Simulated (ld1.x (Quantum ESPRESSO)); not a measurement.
## Transferability test, TM potential for F

- Element: F
- Generator: ld1.x (Quantum ESPRESSO) 7.5
- Type: norm-conserving Troullier–Martins (Kleinman–Bylander form)
- Functional: PBEsol
- Relativity: scalar-relativistic
- Frozen core: [He]
- Valence charge: 7
- Reference configuration: 2s1.75 2p5.25
- Partial waves: 2s (bound): rc 0.60 bohr; 2p (bound): rc 1.25 bohr
- Local potential: the p channel
- Core correction: none

Energies are relative to the spin-unpolarised reference configuration 2s1.75 2p5.25; without spin polarisation the order of configurations can differ from experiment.

```csv
valence configuration,charge,ΔE all-electron (eV),error AE − PS (meV)
2s2 2p4,+1,14.648,+4.3
2s2 2p3,+2,52.926,+57
2s1 2p5,+1,33.636,-39
2s2 2p4.5,+0.5,2.841,+2.9
2s2 2p1,+4,199.007,+1333
```

(1) What are ΔE and the potential's error for 2s2 2p2?

(2) What are ΔE and the potential's error for 2s2 2p5?

Levels in the configuration 2s2 2p3:

```csv
level,all-electron (eV),pseudo (eV)
2s,-67.754,-67.839
2p,-48.877,-48.745
```

Answers

(1) ΔE = 113.415 eV all-electron; the error (AE − PS) is +364 meV.

(2) ΔE = -4.669 eV all-electron; the error (AE − PS) is +1.2 meV.
